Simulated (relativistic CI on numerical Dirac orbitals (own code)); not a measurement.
# What each ingredient does to the levels of Rh⁹⁺

Base calculation: Dirac-Coulomb-Breit CI, separate exchange-only KLI orbitals for each configuration, model QED (radiative potential, 1s self-energy scaled to tabulated hydrogen-like ionisation energies), unscaled Slater integrals.

CI space (outside the closed core [Ar] 3d10): 4s²4p⁶, 4s²4p⁵4d, 4s4p⁶4d, 4s²4p⁵4f, 4s4p⁶4f, 4s²4p⁵5s, 4s²4p⁵5p, 4s²4p⁵5d, 4p⁶4d², 4p⁵4d³, 4p⁵4d²4f, 4p⁵4d²5s, 4p⁵4d²5p, 4p⁶4f², 4p⁵4d4f², 4p⁵4f³, 4p⁵4f²5s, 4p⁵4f²5p. Double excitations out of closed p, d and f shells are left out; levels of such configurations are missing from the list, as are those of other unlisted configurations, and high levels can miss mixing partners. These lack a partner that the ground configuration has and come out too high: 4s²4p⁵5d.

Variants: (1) P86 correlation estimate; (2) Breit term removed; (3) non-relativistic limit. Shifts of the energy above 4s²4p⁶ ¹S0, in cm⁻¹, for the lowest level and the first level of each name with at least 55 % of one term (blank where a level changes its place among those of its configuration and J or its character, or is not in the variant):

```tsv
Level	Base	Δ(1)	Δ(2)	Δ(3)
4s²4p⁶ ¹S0	0	0	0	0
4s²4p⁵4d ³P°0	386643	+1233	+509	-2764
4s²4p⁵4d ³P°1	391934	+1233	+628	-8055
4s²4p⁵4d ³P°2	402639	+1233	+815	-18760
4s²4p⁵4d ³F°4	404228	+1241	+811	-8678
4s²4p⁵4d ³F°3	407428	+1240	+643	-11878
4s²4p⁵4d ³F°2	415900	+1238	+690	-20351
4s²4p⁵4d ³D°3	432350	+1233	+781	-9296
4s²4p⁵4d ³D°1	445951	+1233	+895	-22897
4s²4p⁵4d ¹P°1	566936	+1277	+1029	-19970
4s4p⁶4d ³D1	732099	+2001	+635	-47495
4s4p⁶4d ³D2	734994	+1983	+743	-50389
4s4p⁶4d ³D3	739706	+1956	+904	-55102
4s²4p⁵5s ³P°2	743436	+8118	+447	+17255
4s²4p⁵5s ¹P°1	748825	+8116	+456	
4s²4p⁵5s ³P°0	782038	+8118	+1059	-21346
4s²4p⁵5s ³P°1	785464	+8116	+1060	
4s4p⁶4d ¹D2	791457	+1698	+758	-55822
4s²4p⁵5p ³S1	833829	+8588	+357	+3808
4s²4p⁵5p ³D2	841214	+8560	+299	+10528
4s²4p⁵5p ³D3	849348	+8569	+475	+2395
4s²4p⁵5p ³P2	857615	+8560	+468
```

At this charge energies of transitions that change n are usually good to better than 1 %, and those within a shell (Δn = 0) to a few per cent.

Ionisation energy from the two ground configurations alone: base 206.383 eV; P86 correlation estimate 207.981 eV; Breit term removed 206.473 eV. The NIST ASD value (semi-empirical) is 207.51 eV.

LS names give the leading component of a level, which can be under half, so a name can repeat, a term be missing and a line seem to break the LS rules.
